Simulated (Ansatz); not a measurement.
Basis-set series for Cl$_{3}$FSi, SMILES `F[Si](Cl)(Cl)Cl`. Charge 0, multiplicity 1. The geometry is a stationary point of PBE0-D4/def2-TZVP.

```
functional       basis  functions  energy (Eh)  HOMO (eV)  LUMO (eV)
   PBE0-D4    def2-SVP         86  -1768.88534      -9.53       0.11
   PBE0-D4  def2-QZVPP        337  -1769.65874      -9.66      -0.44
   ωB97M-V    def2-SVP         86  -1769.45371     -11.71       2.34
   ωB97M-V  def2-QZVPP        337  -1770.21915     -11.90       1.41
```

Task: Give the rows for def2-TZVPP. (Estimate.)

Result: Ansatz gave: 
```csv
functional,basis,functions,energy (Eh),HOMO (eV),LUMO (eV)
PBE0-D4,def2-TZVPP,199,-1769.60279,-9.63,-0.26
ωB97M-V,def2-TZVPP,199,-1770.16634,-11.86,1.84
```

Positive LUMOs are unbound and depend on the basis.
